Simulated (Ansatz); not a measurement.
An input meant for the cluster Si₄B⁻ (charge -1, singlet).

```yaml
crystal:
  periodic: [false, false, false]
  atoms:
    - {symbol: B, position_ang: [-0.759311, 0.278587, 0.094566]}
    - {symbol: Si, position_ang: [0.011263, -1.416128, -0.644440]}
    - {symbol: Si, position_ang: [-0.082420, 0.820316, -1.658636]}
    - {symbol: Si, position_ang: [-0.222772, -0.705759, 1.697763]}
    - {symbol: Si, position_ang: [1.053241, 1.022974, 0.510757]}
basis:
  gaussian: {orbitals: 6-31G, final_grid: {core_spheres: 1, valence_spheres: 1, degree: 1}}
total_charge: -1
hamiltonian: {xc: {name: PBE}}
scf: {omitted_lower_state_checks: [starts]}
```

```sh
$ ansatz run in.yaml --threads 4 --pin off --events-out ev --progress --plain --max-ram 4787MiB
```

Shortened log:

```
Functional definition: PBE
  name "PBE"
  cite "Perdew, Burke & Ernzerhof, Phys. Rev. Lett. 77, 3865 (1996) doi:10.1103/PhysRevLett.77.3865"
  parent pbe
  parameter kappa = 0.804
  parameter beta = 0.06672455060314922
  exchange = pbe_x(kappa = kappa, mu = beta*pi^2/3)
  correlation = pbe_c(beta = beta)
these checks for a lower state are left out or cut short: starts
686 factors; integrals over basis functions are off by at most 8.1e-5 eV
mean field evaluation 1: about -32163.9727 eV, gradient 1.6e1 eV
mean field evaluation 2: about -32159.6541 eV, gradient 3.5e1 eV
mean field evaluation 4: about -32164.9627 eV, gradient 1.2e0 eV
mean field evaluation 8: about -32145.2434 eV, gradient 1.0e1 eV
mean field evaluation 16: about -32146.2274 eV, gradient 6.8e-2 eV
mean field -32146.22748538 eV, -1181.3520705923 hartree, gradient 7.5e-5 eV, S^2 0.000000; 0 other end points of the search recorded, 0 dependent functions left out
reference -32146.22758620 eV, -1181.3520742972 hartree; 31, 31 occupied and 30, 30 virtual orbitals, 686 factors
Total energy: -32146.22758620 eV, -1181.3520742972 hartree
Checks for a lower state left out: starts
```

**Question.** What is wrong with this run?

**Answer.** The integration grid is far too coarse. Self-consistency was reached. The result belongs to that input, not to the species as meant. The highest occupied level of an anion often lies above zero with these methods, and sets without diffuse functions describe the outer electron poorly.
